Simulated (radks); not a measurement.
Values are calculated unless marked as measured or tabulated.
The potassium ion K15+, [He] 2s2. Code: a radial shooting solver on a logarithmic mesh with Libxc functionals. Model: non-relativistic Kohn-Sham, PBE, spin-polarised, spherical densities, point nucleus. Every spin shell is full or empty, so the densities are truly spherical. Functionals are evaluated on that one density, not self-consistently. Rank these orbital-free kinetic functionals by their error against the exact value of the orbitals, and give that value: Thomas-Fermi, TF + vW/9, TF + vW/5, LC94, revAPBEK, Thakkar, Pearson, LKT, DePristo-Kress, Ernzerhof.

Answer. Exact: 422.081 hartree. From best to worst, with 100 (|E| - |E exact|)/|E exact| (equal figures are ties): Ernzerhof +0.52, revAPBEK -0.56, Thakkar -1.17, LC94 -1.34, TF + vW/9 -1.39, DePristo-Kress -2.51, Pearson -5.33, TF + vW/5 +6.36, Thomas-Fermi -11.08, LKT +48.56.
